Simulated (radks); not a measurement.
The numbers below are computed, except where a source is named.
Task: Successive ionisation energies (eV) of one element, from differences of total energies of ions in their ground configurations, starting at charge 0: 7.186, 16.255, 34.114, 52.333, 72.804, 95.232, 119.40, 195.68, 221.82, 248.17, 284.17, 313.21, 342.30. Code: a radial shooting solver on a logarithmic mesh with Libxc functionals. Model: scalar-relativistic Kohn-Sham, PBEsol, spin-polarised, spherical densities, finite nucleus; open shells are filled with parallel spins first; Fermi nuclear charge, rms radius 3.7057 fm. Which element is it?

Result: Manganese (Z = 25). The first species listed is Mn in [Ar] 3d5 4s2, the last Mn12+ in [Ne] 3s2 3p1.
